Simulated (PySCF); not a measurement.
Compound: CrI₅ (doublet state).
Geometry (PBE0-D3(BJ)/def2-SVP, Å), atoms numbered from 1 in this order:
```
atom  x, y, z in Å
Cr1    0.0256    0.0612   -0.0073
I2     0.0434    0.6119    2.5919
I3     0.5166    0.4806   -2.5853
I4     2.5835   -0.5830   -0.3348
I5    -2.0583    1.6653    0.3668
I6    -1.1108   -2.2360   -0.0313
```

Level of theory: PySCF, PBE0-D3(BJ)/def2-SVP geometry optimisation, gas phase, def2 core potentials past Kr.

**Question.** Which atoms are bound to Cr1, and at what distances?

**Answer.** 5 atoms: I6 2.563 Å, I5 2.656 Å, I2 2.657 Å, I3 2.658 Å, I4 2.658 Å.

**Question.** List the angles at Cr1.

**Answer.** 
```csv
angle,degrees,distance of the outer atoms (Å)
I4–Cr1–I5,156.7,5.21
I2–Cr1–I3,156.2,5.20
I3–Cr1–I6,102.4,4.07
I4–Cr1–I6,102.0,4.06
I2–Cr1–I6,101.4,4.04
I5–Cr1–I6,101.2,4.03
I3–Cr1–I5,100.7,4.09
I2–Cr1–I4,99.5,4.06
I2–Cr1–I5,75.1,3.24
I3–Cr1–I4,75.0,3.24
```

**Question.** Describe the arrangement about Cr1 in numbers.

**Answer.** τ5 = (β − α)/60° = 0.01 from the two widest angles, 156.7° and 156.2° (0 for a square pyramid, 1 for a trigonal bipyramid). The Cr–I distances aren't all alike: 2.563 to 2.658 Å. Differences among atoms that C2v makes equivalent are scatter left by the optimiser.

**Question.** What are the rotational constants (commonest isotopes, rigid rotor)?

**Answer.** A = 219.0, B = 163.8, C = 147.1 MHz: an asymmetric top.

Point group: C2v (every atom within 0.08 Å of its image). Charge 0, doublet. ⟨S²⟩ = 2.995 (exact for a doublet: 0.75). Stationary, but not proved a minimum.

On an Arm Neoverse V2 with one thread, shared host, this took 21 min of wall time. These figures are those of the optimisation.

Neither the SCF state along the optimisation nor the shape of the open-shell metal species was proved the lowest: other solutions of the same spin, or a structure of lower symmetry, can lie below.
